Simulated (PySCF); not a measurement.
Electron correlation in Cd (cadmium, neutral)

[Kr] 4d10 5s1 6s1, 6s spin antiparallel (an excited configuration). Computed with PySCF 2.14 in aug-cc-pVQZ-PP with ECP28MDF, with scalar relativity through the core potential. Frozen: 4s2 4p6; 12 electrons correlated.

MP2 pair energies summed by pair of shells (mhartree):

```json
{"pair": "4d-4d", "energy": "-405.66", "share (%)": "79.1"}
{"pair": "4d-6s", "energy": "-42.54", "share (%)": "8.3"}
{"pair": "4d-5s", "energy": "-42.54", "share (%)": "8.3"}
{"pair": "5s-6s", "energy": "-22.19", "share (%)": "4.3"}
```

Total MP2 correlation energy: -512.93 mhartree.

Same-spin part -178.04 and opposite-spin part -334.88 mhartree; SCS-MP2 scales them by 1/3 and 6/5 to -461.21 mhartree.
